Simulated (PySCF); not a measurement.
Hf(OH)4, SMILES [OH][Hf]([OH])([OH])[OH] at its CAM-B3LYP/def2-SVP optimised geometry (Å):

```
9

Hf    -0.9634    -1.3623     0.0000
O     -1.6054    -2.2739    -1.5812
H     -1.9200    -2.7155    -2.3671
O     -1.6098    -2.2753     1.5790
H     -1.9320    -2.7288     2.3548
O      0.9714    -1.3623     0.0000
H      1.9261    -1.3583    -0.0100
O     -1.6082     0.4622     0.0000
H     -1.9261     1.3623    -0.0144
```

Computed with CAM-B3LYP/def2-TZVP, def2 effective core potentials past Kr in PySCF. The core electrons that the potentials of Hf replace are not part of the density. Cells within 0.4 Å of a nucleus heavier than hydrogen are left out (blank, or x).

Map of the log10 of the electron density (e/bohr³), floored at −4 on the plane z = 1.5 Å:

```
|0000000000000000000000000000000|
|0000000000000000000000000000000|
|0000000000000000000000000000000|
|0000000000000000000000000000000|
|0000000000000000000000000000000|
|0000000000000000000000000000000|
|0000000000000000000000000000000|
|0000000000000000000000000000000|
|0000001111110000000000000000000|
|0000011222221100000000000000000|
|0000112233322110000000000000000|
|0000122333333211000000000000000|
|0001123344433221000000000000000|
|0001223444443321100000000000000|
|0001223444443322111110000000000|
|0001223444443322222211000000000|
|0001223344443332233222110000000|
|0001233444444333333332210000000|
|0001234445544433344433221000000|
|0012344556655444444443321000000|
|0013445677766544444443321000000|
|0123456788876554444443321000000|
|0123467899987654444433221000000|
|01235679xxx97654433332210000000|
|01235679xxx97654333322110000000|
|012346789x987654322221100000000|
|0023456788876543221110000000000|
|0012345677665433211000000000000|
|0002234555554432100000000000000|
|0001223444443321000000000000000|
|0000112233322210000000000000000|
```
Scale: ten equal steps from -4.00 (start of '0') to -0.177 (end of '9'), in the order '0123456789'; x runs from -4.00 to 4.00, y from -4.00 (bottom) to 4.00 (top).
